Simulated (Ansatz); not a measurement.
[GaF4]- (GaF₄⁻). Total charge -1; singlet. Geometry relaxed at PBE0-D4/def2-SVPD.

```xyz
5

Ga    0.000    0.000    0.000
F     0.449    0.855    1.514
F     1.484   -0.368   -0.941
F    -1.086    1.043   -0.978
F    -0.847   -1.530    0.406
```

Problem. Estimate the harmonic wavenumbers at RKS PBE0-D4/def2-SVPD (Ansatz, unscaled). Is this a minimum?

Solution. 158, 159, 224, 224, 224, 588, 621, 621, 621 cm⁻¹. Yes, no mode is imaginary beyond noise. Zero-point energy 20.6 kJ/mol. Hardware: 4 threads of Arm Neoverse N1 on a shared host. Wall time 74 s.
